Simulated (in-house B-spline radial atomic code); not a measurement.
Atomic self-consistent-field run: La2+ (with a hole in an inner shell). Level of theory: Dirac-Kohn-Sham relativistic LDA, spherical fractional occupations, Fermi nucleus of rms radius 4.855 fm; calculated with a radial B-spline atomic code at the basis-set limit.

In the input, a minus or plus after the letter marks the j = l - 1/2 or j = l + 1/2 subshell.

Command:
```bash
python run_scf.py task.json out
```
Settings (nuclear radius in fm, mass in u):
```
Z                57
configuration    1s2 2s2 2p6 3s2 3p6 3d-3 3d+6 4s2 4p6 4d10 5s2 5p6 5d2
hamiltonian      dirac
method           lda_x_rel,vwn
spin_polarised   False
nucleus          fermi
rms_radius       4.855
atomic_mass      138.90636
speed_of_light   137.035999084
```

Output (hartree, bohr):
```
 radial grid: 79 intervals, B-splines of order 8, outer radius 53.7037 bohr

 iter        energy (Eh)    residual
    1       -8432.802029    6.37e-01
    2       -8438.695049    5.74e-01
    3       -8445.622841    7.13e-02
    4       -8445.858489    1.25e-02
    5       -8445.863888    8.55e-03
    6       -8445.866517    2.00e-03
    7       -8445.866569    1.26e-04
    8       -8445.866570    1.04e-05
    9       -8445.866570    2.17e-06
   10       -8445.866570    1.42e-08

 total energy                     -8445.86657
 kinetic                            9012.1880
 electron-nucleus                 -20468.8518
 Hartree                            3192.2704
 exchange-correlation               -181.4731

 first-order corrections (not in the total)
   Gaunt                             7.6921
   retardation                      -0.8040
   frequency dependence             -0.0841
   self-energy                       5.2911
   Uehling                          -0.7674
   Wichmann-Kroll                    0.0199
   recoil                            0.0222

 orbital      occ     eigenvalue          <r>       <r^2>       <1/r>     <1/r^3>       <r^4>       r_max    small
 1s1/2      2.000     -1416.7750    0.0251674 0.000860371     61.7598           - 1.94681e-06     0.01615  4.41e-02
 2s1/2      2.000      -228.0679      0.10729   0.0136358     14.5454           - 0.000320887     0.09141  9.57e-03
 2p1/2      2.000      -215.5468    0.0901035   0.0100006     14.5344           -  0.00020188     0.06966  9.61e-03
 2p3/2      4.000      -200.5154    0.0961668   0.0112607     13.2236     6638.06 0.000249223     0.07481  9.06e-03
 3s1/2      2.000       -50.2510     0.284151   0.0923623     5.27288           -   0.0129119      0.2605  2.95e-03
 3p1/2      2.000       -44.9587     0.273445   0.0868758      5.1928           -   0.0119692      0.2468  2.90e-03
 3p3/2      4.000       -41.9790     0.285238   0.0943091      4.8651     1350.24   0.0140242      0.2579  2.75e-03
 3d3/2      3.000       -32.6975     0.255307   0.0768553     4.73641     221.898   0.0106166      0.2068  2.63e-03
 3d5/2      6.000       -32.0521     0.258994   0.0789494     4.65292     202.638   0.0111528      0.2099  2.59e-03
 4s1/2      2.000       -10.8331     0.645365    0.470065     2.21052           -    0.320796      0.6023  9.32e-04
 4p1/2      2.000        -8.8459     0.662505    0.499209     2.11347           -    0.371652      0.6105  8.70e-04
 4p3/2      4.000        -8.1868     0.688685    0.539123     2.00383     299.815    0.433195      0.6341  8.19e-04
 4d3/2      4.000        -4.8981     0.736824     0.62885     1.80229     41.5307    0.637364      0.6507  6.86e-04
 4d5/2      6.000        -4.7795      0.74589    0.644237     1.77524     37.5865     0.66886      0.6583  6.72e-04
 5s1/2      2.000        -2.0635      1.49949     2.52297    0.892638           -     9.26862       1.366  2.22e-04
 5p1/2      2.000        -1.4917      1.66103     3.11578    0.797923           -     14.5798        1.48  1.82e-04
 5p3/2      4.000        -1.3853       1.7337     3.39411     0.75857     48.0925     17.3126       1.543  1.68e-04
 5d3/2      0.800        -0.6180      2.37861     6.51516    0.543506     3.91587     69.6726       1.982  8.94e-05
 5d5/2      1.200        -0.6070      2.41153     6.69498    0.535229     3.51585     73.4973        2.01  8.70e-05
```

Run time, properties included: 1 s on 1 thread of Intel(R) Xeon(R) Platinum 8559C, with other jobs on the host.

For the Dirac Hamiltonian the kinetic term is c α·p + (β - 1)c².
